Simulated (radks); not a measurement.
Values are calculated unless marked as measured or tabulated.
Q: Species: the cobalt ion Co+. Configuration: [Ar] 3d8. Level of theory: Dirac Kohn-Sham, PBEsol, spin-unpolarised, spherical densities, finite nucleus; open shells fill j = l - 1/2 first; Fermi nuclear charge, rms radius 3.7875 fm (a radial shooting solver on a logarithmic mesh with Libxc functionals). Some entries of the table are withheld. Estimate them.

| orbital | occ. | eigenvalue (Ry) | <r^2> (bohr^2) |
|---|---|---|---|
| 1s1/2 | 2 | -557.6324 | 0.004252 |
| 2s1/2 | 2 | -66.15984 | 0.07710 |
| 2p1/2 | 2 | -57.44291 | 0.06113 |
| 2p3/2 | 4 | -56.35452 | 0.06273 |
| 3s1/2 | 2 | -7.73633 | 0.7014 |
| 3p1/2 | 2 | (1) | (2) |
| 3p3/2 | 4 | (3) | (4) |
| 3d3/2 | 4 | -0.90492 | (5) |
| 3d5/2 | 4 | -0.89193 | (6) |

A: 
(1) 3p1/2 eigenvalue (Ry): -5.14756
(2) 3p1/2 <r^2> (bohr^2): 0.7915
(3) 3p3/2 eigenvalue (Ry): -5.01358
(4) 3p3/2 <r^2> (bohr^2): 0.8114
(5) 3d3/2 <r^2> (bohr^2): 1.759
(6) 3d5/2 <r^2> (bohr^2): 1.788
